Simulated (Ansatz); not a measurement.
Reaction (redistribution): `N[SiH]([SiH3])BF` + `CBNC` → `C[SiH](N)BF` + `CNB[SiH3]`

Program: Ansatz. Geometries: PBE0-D4/def2-TZVP. ΔE: electronic, gas phase. CBS: MP2 limit from def2 TZ/QZ plus the TZ coupled-cluster correction, frozen cores. DFT in def2-TZVPP. One conformer a species, not always the lowest.

```csv
level,ΔE (kJ/mol)
r2SCAN-D4,22.7
ωB97M-V,16.4
B2PLYP,17.5
MP2/def2-TZVPP,14.7
```

(1) What does CCSD(T)/CBS give? (An estimate is asked.)

Largest T1 diagnostic among the species: 0.014.

Answers

(1) Computed: +16.4 kJ/mol. The listed levels differ from it by 6.3, 0.0, 1.1, -1.7 kJ/mol.
